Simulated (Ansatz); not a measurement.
`CN[SiH2]N` + `O[SiH2]OP` → `N[SiH2]OP` + `CN[SiH2]O`  (redistribution)

Computed with Ansatz on PBE0-D4/def2-TZVP structures; ΔE is electronic, products minus reactants. CCSD(T)/CBS adds triple-zeta CCSD(T) − MP2 to the extrapolated MP2 energy (def2 sets, frozen cores). DFT in def2-TZVPP. HSE06 is defined as in plane-wave codes. One conformer a species, not always the lowest.

Task: Is it downhill or uphill in electronic energy at CCSD(T)/CBS, and by how much? (Best estimate.)

Result: Computed: Downhill: ΔE = -4.6 kJ/mol.

Task: What do these levels give: r2SCAN-D4, r2SCANh-D4, HSE06-D4, MP2/def2-SVP, MP2/def2-QZVPP, SCS-MP2/def2-QZVPP? (Estimate.)

Result: Computed: r2SCAN-D4 -4.6, r2SCANh-D4 -4.4, HSE06-D4 -5.4, MP2/def2-SVP -6.1, MP2/def2-QZVPP -4.8, SCS-MP2/def2-QZVPP -4.2 kJ/mol.

Largest T1 diagnostic among the species: 0.013.

Leaving LDA and LC-ωPBE aside and taking each functional with its dispersion term where it has one, the values, not all of them listed here, spread over 4.0 kJ/mol, from PBE-D4 to B97M-V.
